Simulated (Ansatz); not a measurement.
All numbers were calculated with Ansatz.

A structure relaxed at PBE0-D4/def2-TZVP, charge 0, multiplicity 1:

Cartesian coordinates in Å:
```
Al -2.309 -1.442 0.353
Si -0.037 -0.783 -0.349
C 1.117 0.016 0.935
Si 1.157 1.508 -0.214
N 0.069 0.692 -1.281
H -2.554 -2.271 1.691
H -3.582 -1.041 -0.518
H 0.636 -1.948 -1.019
H 2.068 -0.500 1.068
H 0.676 0.205 1.913
H 2.493 1.825 -0.797
H 0.625 2.774 0.368
H -0.358 0.964 -2.148
```

(1) Give its formula and SMILES.

(2) Point group (tolerance 0.08 Å, 0.16 Å for H)?

(3) Summarise the bond lengths by kind.

## Answers

(1) CH8AlNSi2, `[AlH2][SiH]1C[SiH2]N1`.

(2) C1.

(3) 1 × Al–Si 2.468 Å; 2 × Al–H 1.593 Å; 2 × C–Si 1.883 to 1.902 Å; 2 × N–Si 1.729 to 1.748 Å; 3 × H–Si 1.492 to 1.502 Å; 2 × C–H 1.090 Å; 1 × H–N 1.004 Å.
